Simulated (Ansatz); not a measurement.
Computed with Ansatz on PBE0-D4/def2-TZVP structures; ΔE is electronic, products minus reactants. CCSD(T)/CBS is the MP2 limit (def2-TZVPP, def2-QZVPP) plus CCSD(T) − MP2 in def2-TZVPP, frozen cores. This one scheme is used for every species. Functionals use def2-TZVPP. For Ge outer-core shells are correlated without core-valence functions, which leaves a few kJ/mol of doubt a bond. Scalar relativity is left out up to krypton. One conformer a species, not always the lowest.

Consider the formal exchange of groups at a C–Si bond: `N=C=C[SiH2][GeH3]` + `N=CO` → `N=C=CC(=N)O` + `[SiH3][GeH3]`.

(1) Is it downhill or uphill in electronic energy at CCSD(T)/CBS, and by how much? (Best estimate.)

(2) What do these levels give: r2SCAN-D4, ωB97X-V, B2PLYP, PBE, r2SCAN, CCSD(T)/def2-TZVPP? (Best estimate.)

Largest T1 diagnostic among the species: 0.015.

## Answers

(1) The calculation gave: Uphill: ΔE = +42.1 kJ/mol.

(2) The calculation gave: r2SCAN-D4 36.4, ωB97X-V 38.3, B2PLYP 39.2, PBE 35.6, r2SCAN 36.2, CCSD(T)/def2-TZVPP 39.7 kJ/mol.
